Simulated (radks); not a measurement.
Results of a calculation; reference values are marked as such.
All-electron atom: the iron ion Fe7+ in [Ne] 3s1 3p6 3d1 4d1 (not the ground configuration).

Code: a radial shooting solver on a logarithmic mesh with Libxc functionals. Model: Dirac Kohn-Sham, LDA (Slater exchange, Perdew-Zunger correlation), spin-unpolarised, spherical densities, finite nucleus; open shells fill j = l - 1/2 first; Fermi nuclear charge, rms radius 3.7377 fm.

Energy parts (eV):
total: -33984.033
kinetic: 34454.228
electron-nucleus: -78387.174
Hartree: 11253.664
exchange-correlation: -1304.751

Orbitals (lengths in bohr, moments of r in powers of bohr; <r^-3> diverges for s and p1/2; r(max) is where P^2 peaks; r(90%) holds 90 % of the orbital's charge):
orbital  occ.  eigenvalue (eV)       <r^4>  <r^-3>   r(max)  r(90%)
1s1/2       2        -7148.993  0.00005467       -  0.03833   0.105
2s1/2       2        -986.1329     0.01230       -   0.2228   0.414
2p1/2       2        -874.6511    0.009096       -   0.1781   0.383
2p3/2       4        -862.1835    0.009492   469.2   0.1806   0.387
3s1/2       1        -240.1096      0.6364       -   0.6758    1.11
3p1/2       2        -206.2601      0.7155       -   0.6711    1.14
3p3/2       4        -204.2799      0.7381   74.96   0.6770    1.15
3d3/2       1        -150.0322      0.8506   9.028   0.6042    1.20
3d5/2       0        -149.7395      0.8572   8.897   0.6057    1.20
4s1/2       0         -93.8943       14.19       -    1.603    2.39
4p1/2       0         -83.0380       17.93       -    1.688    2.54
4p3/2       0         -82.5586       18.32   18.18    1.699    2.55
4d3/2       1         -65.9740       27.63   2.177    1.856    2.84
4d5/2       0         -65.9023       27.75   2.146    1.859    2.85

The highest occupied level is 4d3/2 at -65.974 eV. The configuration is held as typed, so some empty levels lie below it. The density falls to 0.001 e/bohr^3 at r = 3.13 bohr. Summed over all electrons, <r^2> = 10.31 bohr^2, which gives a Langevin (diamagnetic) susceptibility term of -8.17 x 10^-6 cm^3/mol.
